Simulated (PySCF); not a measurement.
C₃H₁₀Si₃, SMILES C(#C[SiH2][SiH2]C)[SiH3]. Atoms are numbered in the order given.

```xyz
16

C     -2.1984    -1.6611    -0.5050
Si    -2.4329    -0.1456     0.5865
Si    -0.9211     1.5266    -0.0708
C      0.7404     0.7376    -0.1127
C      1.8101     0.1397    -0.1259
Si     3.4173    -0.7425    -0.1469
H     -2.4276    -1.4246    -1.5551
H     -2.8553    -2.4838    -0.1843
H     -1.1547    -2.0064    -0.4510
H     -3.8313     0.3823     0.4888
H     -2.1627    -0.4757     2.0214
H     -1.2364     2.0386    -1.4403
H     -0.8915     2.6828     0.8753
H      4.0695    -0.6188     1.1888
H      4.3020    -0.1483    -1.1905
H      3.1884    -2.1844    -0.4546
```
Charge 0, spin multiplicity 1.

Geometry: PBE0-D3(BJ)/def2-SVP. The structure was generated by enumeration, and PubChem lists no compound with its InChIKey, so it may never have been made. The values are those of a single conformer.

Method: PBE0/pcSseg-1 (PySCF).

GIAO shieldings, no solvent; atoms listed in one row are averaged. δ = σ(ref) − σ: ¹³C against TMS (σ = 186.3 ppm); ²⁹Si against TMS (σ = 352.7 ppm); ¹H against TMS (σ = 31.56 ppm), references at their B3LYP-D3(BJ)/def2-TZVP geometries, non-relativistic.

Question: Estimate the chemical shifts. (The exact figures need the calculation; the answer reports its results.)

Answer: 
```
nucleus          atoms  count  δ (ppm)
-------  -------------  -----  -------
¹³C                 C4      1    118.8
¹³C                 C5      1    117.2
¹³C                 C1      1     -8.7
²⁹Si               Si2      1    -69.2
²⁹Si               Si3      1    -93.5
²⁹Si               Si6      1    -96.2
¹H            H12, H13      2     4.50
¹H       H14, H15, H16      3     4.48
¹H                 H11      1     4.27
¹H                 H10      1     4.15
¹H          H7, H8, H9      3     0.72
```
